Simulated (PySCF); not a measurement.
PySCF calculation with GFN2-xTB geometry and GIAO PBE0/pcSseg-1 shieldings; equivalent nuclei averaged, no solvent, non-relativistic Hamiltonian, one conformer.

Shifts are taken against calculated references (same method and geometry level): 1H (31.72 ppm) and 13C (186.93 ppm) against TMS. Acid and N–H amide carbonyl carbons lie up to 10 ppm further downfield in solution (hydrogen bonding). Shifts are as computed. Against solution values, carbons near 30 ppm lie about +3 ppm off and those near 130 ppm about +5 ppm. Of 1211 compounds with measured shifts, 218 miss one by over three times the rms of a fit or turn the order of signals round; such compounds aren't used in these exercises. OH and NH positions are gas-phase values without hydrogen bonding to other molecules.

Task: Order these molecules by the shift of their most shielded carbon-bound hydrogen, lowest δ first.
A. C[SiH2]C/C=C/[SiH2][SiH3]
B. [SiH3][Si@H]1CCCC[SiH2]1
C. C#CCC
D. O=C(O)CC(F)(F)F

Result: A (0.09 ppm, hydrogen on a methyl carbon bonded to Si), B (0.66 ppm, hydrogen on an sp3 CH2 bonded to Si), C (1.22 ppm, hydrogen on a methyl carbon), D (3.14 ppm, hydrogen on an sp3 CH2 α to a carbonyl).

Task: Order these molecules by the shift of their most deshielded carbon, lowest δ first.
A. O=C(O)CC(F)(F)F
B. C#CCC
C. [SiH3][Si@H]1CCCC[SiH2]1
D. C[SiH2]C/C=C/[SiH2][SiH3]

Result: C (31.3 ppm, sp3 CH2 in a ring), B (90.4 ppm, alkyne carbon), D (157.0 ppm, alkene CH), A (168.0 ppm, carboxylic acid carbon).

Task: How many 13C and 1H signals does each give (equivalence by symmetry and fast rotation, but not about amide C–N or C=N bonds)? `O=C(O)CC(F)(F)F`, `[SiH3][Si@H]1CCCC[SiH2]1`, `C[SiH2]C/C=C/[SiH2][SiH3]`, `C#CCC`

Result: O=C(O)CC(F)(F)F: 3 C, 2 H; [SiH3][Si@H]1CCCC[SiH2]1: 4 C, 12 H; C[SiH2]C/C=C/[SiH2][SiH3]: 4 C, 7 H; C#CCC: 4 C, 3 H.
